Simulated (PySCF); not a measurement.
Te(I)(OH) (HIOTe), SMILES O[Te]I. Heavy atoms are numbered as in [Te:1]([I:2])[OH:3]. Hydrogens are named by the atom that carries them.

Geometry optimised at B3LYP-D3(BJ)/def2-SVP. The def2 effective core potentials stand for the cores of I, Te; spin–orbit coupling is left out. The values are those of a single conformer.

Level of theory: ωB97X/def2-TZVPD (PySCF).

Mulliken values depend strongly on the basis, most of all with diffuse functions as here. ESP charges are fitted to the potential on shells at 1.4 to 2.0 van der Waals radii. Atomic charges (e), one atom of each kind:

| atom | ESP fit | Mulliken |
|---|---|---|
| Te1 | 0.21 | 0.41 |
| I2 | -0.10 | -0.11 |
| O3 (OH) | -0.46 | -0.64 |
| H on O3 | 0.34 | 0.35 |
